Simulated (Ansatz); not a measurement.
A structure relaxed at PBE0-D4/def2-TZVP, charge 0, multiplicity 1:

```xyz
9

B     0.408   -0.992    1.344
Ge    0.492   -0.236   -0.561
C    -0.899    1.229   -0.656
O    -0.633    2.393   -0.580
H     1.289   -0.812    2.127
H    -0.567   -1.584    1.697
H     0.039   -1.281   -1.601
H     1.829    0.382   -0.990
H    -1.959    0.901   -0.778
```

(1) Give its formula and SMILES.

(2) Summarise the bond lengths by kind.

## Answers

(1) CH5BGeO, `[BH2][GeH2][CH]=O`.

(2) 1 × B–Ge 2.051 Å; 2 × B–H 1.193 to 1.194 Å; 1 × C–Ge 2.023 Å; 2 × Ge–H 1.534 to 1.542 Å; 1 × C–O 1.196 Å; 1 × C–H 1.116 Å.

Results of the Gaussian-basis code of Ansatz.
